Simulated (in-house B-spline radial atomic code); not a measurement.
A fraction x of an electron is removed from 3d in Co II (Co+), starting from [Ar] 3d8 and keeping the highest spin. All numbers are computed (non-relativistic PBE0, spin-polarised, spherical fractional occupations; point nucleus) with an all-electron radial atomic-structure program (B-spline basis), not measured.

Caution: exact exchange at fractional occupations of open shells leaves self-interaction of up to several eV.

```csv
x,E(x) - E(0) (eV),3d down level (eV)
0,0.0000,-11.344
0.04,0.4631,-11.811
0.18,2.2334,-13.491
0.28,3.6442,-14.732
0.49,7.0203,-17.445
0.5,7.1955,-17.578
0.53,7.7288,-17.978
0.63,9.5940,-19.331
0.85,14.1831,-22.412
0.94,16.2585,-23.712
1,17.7075,-24.591
```

The exact functional would give a straight line between the two integer points. Deviations E(x) - E(0) - x[E(1) - E(0)], in eV: -0.245 at x = 0.04, -0.954 at x = 0.18, -1.314 at x = 0.28, -1.656 at x = 0.49, -1.658 at x = 0.5, -1.656 at x = 0.53, -1.562 at x = 0.63, -0.868 at x = 0.85, -0.387 at x = 0.94.

The curve lies below the straight line by up to 1.658 eV (at x = 0.5): convex, the delocalisation error, to which spherically averaged exact exchange adds.

**Question.** How well does Slater's transition state (minus the level at half occupation) give the ionisation energy?

**Answer.** It gives 17.578 eV against 17.707 eV from the two total energies; NIST lists 17.08 eV, ground level to ground level. The end point has an open shell averaged over its orbitals, so its exact exchange keeps a self-interaction and this is no true integer point.
